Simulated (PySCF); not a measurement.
Job file and geometry (Å, from GFN2-xTB) of an NMR shielding run on SMILES F[CH](F)[Al@H-]1[Cl+][Al@@-]([F])([Cl])[Cl+]1, CH₂Al₂Cl₃F₃, GIAO PBE0/pcSseg-1 NMR shielding, non-relativistic, gas phase (PySCF 2.14.0, density-fitted response routines); density fitting, a coarse starting grid and PySCF grid level 2 are the driver's defaults:

```
$ OMP_NUM_THREADS=1 python probes_run.py task.json out

{"job": {"kind": "nmr", "xc": "PBE0", "basis": "pcSseg-1"}, "charge": 0, "multiplicity": 1}
F     -2.299216     1.089684     0.239878
C     -1.990288    -0.063549     1.017221
F     -2.305493    -1.076726     0.061419
Al    -0.542769     0.028400    -0.338212
Cl     0.917265     1.571289     0.100523
Al     2.423052     0.003829    -0.268472
F      2.765142     0.129318    -1.877152
Cl     3.779978    -0.127457     1.215065
Cl     0.894971    -1.584054    -0.155463
H     -2.748393    -0.126338     1.798714
H     -0.888825     0.158276    -1.819486
```

**Question.** Write the output of this run.

**Answer.** 
```
coarse grid: 13704 points
cycle   1  E = -2203.2435811589  dE =  1.197e+00  |g| = 8.608e-01  |ddm| = 3.272e+00
cycle   2  E = -2203.0767209451  dE =  1.669e-01  |g| = 1.378e+00  |ddm| = 1.471e+00
cycle   3  E = -2203.3719148685  dE = -2.952e-01  |g| = 8.800e-02  |ddm| = 8.773e-01
cycle   4  E = -2203.3732295125  dE = -1.315e-03  |g| = 3.847e-02  |ddm| = 1.184e-01
cycle   5  E = -2203.3734989246  dE = -2.694e-04  |g| = 7.969e-03  |ddm| = 3.730e-02
cycle   6  E = -2203.3735084589  dE = -9.534e-06  |g| = 3.751e-03  |ddm| = 7.015e-03
cycle   7  E = -2203.3735104217  dE = -1.963e-06  |g| = 7.506e-04  |ddm| = 2.397e-03
final grid: 115784 points
cycle   8  E = -2203.4406098333  dE = -6.068e-05  |g| = 7.879e-03  |ddm| = 1.941e-02
cycle   9  E = -2203.4406007882  dE =  9.045e-06  |g| = 1.062e-02  |ddm| = 1.074e-02
cycle  10  E = -2203.4406198429  dE = -1.905e-05  |g| = 1.295e-03  |ddm| = 5.931e-03
cycle  11  E = -2203.4406200451  dE = -2.021e-07  |g| = 2.595e-04  |ddm| = 9.499e-04
cycle  12  E = -2203.4406200579  dE = -1.287e-08  |g| = 5.849e-05  |ddm| = 2.795e-04
cycle  13  E = -2203.4406200587  dE = -7.344e-10  |g| = 1.692e-05  |ddm| = 6.853e-05
converged SCF energy = -2203.4406200587

GIAO shielding tensors (ppm)
atom      isotropic    diamagn.    paramagn.     s11        s22        s33       span
  0 F      301.260     477.813    -176.553     98.183    278.812    526.784    428.601
  1 C       27.621     254.749    -227.128    -12.758     38.684     56.937     69.695
  2 F      301.925     477.931    -176.006     98.739    280.720    526.316    427.577
  3 Al     510.328     792.945    -282.616    474.847    481.922    574.216     99.369
  4 Cl     872.814    1150.832    -278.017    811.500    886.576    920.367    108.867
  5 Al     477.076     793.913    -316.837    411.331    447.584    572.313    160.982
  6 F      322.737     464.407    -141.670    285.795    298.525    383.891     98.096
  7 Cl     964.215    1147.908    -183.693    910.321    912.799   1069.526    159.205
  8 Cl     873.746    1150.830    -277.084    812.252    886.941    922.044    109.793
  9 H       24.143      28.876      -4.732     21.700     25.339     25.390      3.690
 10 H       27.528      28.939      -1.411     23.593     25.880     33.109      9.515
```

Size and cost of the density-fitted run: 198 basis functions, 33 s wall time on 1 thread of an AMD EPYC 9R14, shared host; peak memory 0.94 GiB.
